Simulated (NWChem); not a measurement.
Species: SiH2OCl2; SMILES O[SiH](Cl)Cl

```xyz
6

Si    -0.4289     0.4192     0.0000
O     -1.8976    -0.3113     0.0000
Cl     0.6627    -0.1246     1.6559
Cl     0.6627    -0.1246    -1.6559
H     -0.6599     1.8734     0.0000
H     -1.9368    -1.2732     0.0000
```
Atoms are numbered in this order, from 1.

Program: NWChem. Pople sets run with spherical d functions. Coordinates come from a PBE0/def2-SVP optimisation. Level: PBE/6-31G* with SMD (1 M gas to 1 M solution), gas-phase geometry. Reactions with the solvent are ignored.

For solvent chlorobenzene:

```yaml
solvation free energy (kcal/mol): -5.2
cavity-dispersion-structure term (kcal/mol): -2.3
dipole in solution (D): 1.50
```

### Question
What are these values for solvent methanol?

### Answer
The solvation free energy (kcal/mol) comes out as -7.3. The cavity-dispersion-structure term (kcal/mol) is -1.1 and the dipole in solution (D) comes out as 1.61.
